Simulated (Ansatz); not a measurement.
Reaction (formal exchange of groups at a B–C bond): `O=C([SiH3])BO` + `C#COCC` → `CCOBO` + `C#CC(=O)[SiH3]`

Calculated with Ansatz (gas phase, PBE0-D4/def2-TZVP geometries, no zero-point term in ΔE). CCSD(T)/CBS adds triple-zeta CCSD(T) − MP2 to the extrapolated MP2 energy (def2 sets, frozen cores). Functionals use def2-TZVPP. B3LYP here is the variant with VWN-RPA as its local correlation; programs differ in this. Each species was taken in one conformer, which may not be the lowest.

`O=C([SiH3])BO`:

Cartesian coordinates in Å:
```
O -1.238 -0.995 -0.621
C -0.348 -0.285 -0.176
Si -0.656 1.590 0.148
B 1.067 -1.041 0.107
O 1.056 -2.342 -0.188
H -2.043 1.961 -0.221
H 0.333 2.361 -0.652
H -0.399 1.852 1.589
H 2.055 -0.527 0.539
H 0.172 -2.575 -0.524
```

`C#COCC`:

Cartesian coordinates in Å:
```
C -2.385 0.141 -0.844
C -1.360 -0.465 -0.696
O -0.273 -1.144 -0.546
C 0.921 -0.353 -0.342
C 0.914 0.335 0.997
H -3.301 0.661 -0.979
H 1.732 -1.076 -0.424
H 0.998 0.362 -1.166
H 0.069 1.023 1.074
H 0.850 -0.392 1.808
H 1.835 0.910 1.118
```

`CCOBO`:

Cartesian coordinates in Å:
```
C 1.145 -0.191 -1.283
C -0.280 -0.327 -0.802
O -0.526 0.552 0.283
B -0.746 0.090 1.538
O -0.955 0.969 2.550
H 1.313 -0.831 -2.152
H 1.358 0.841 -1.567
H 1.848 -0.484 -0.500
H -0.491 -1.358 -0.500
H -0.980 -0.061 -1.599
H -0.764 -1.082 1.786
H -0.921 1.882 2.247
```

`C#CC(=O)[SiH3]`:

Cartesian coordinates in Å:
```
C 1.743 0.335 1.605
C 0.905 0.654 0.802
C -0.132 0.886 -0.181
O -0.445 1.997 -0.547
Si -0.991 -0.697 -0.879
H 2.492 0.083 2.320
H -2.020 -0.269 -1.853
H -1.596 -1.441 0.255
H 0.043 -1.546 -1.523
```

```csv
level,ΔE (kJ/mol)
B3LYP-D4,-209.4
ωB97M-V,-205.6
B3LYP,-210.6
MP2/def2-TZVPP,-220.8
SCS-MP2/def2-TZVPP,-218.9
CCSD/def2-TZVPP,-213.8
HF/def2-QZVPP,-219.7
CCSD/CBS(def2),-213.7
```

(1) What does CCSD(T)/CBS give? (Estimate.)

Largest T1 diagnostic among the species: 0.016.

Results:

(1) The calculation gave: -212.9 kJ/mol. The listed levels differ from it by 3.5, 7.3, 2.3, -7.9, -6.0, -0.9, -6.8, -0.8 kJ/mol.

From PBE to PBE0 (25 % exact exchange), in def2-TZVPP and without D4, ΔE moves by −3.1 kJ/mol.
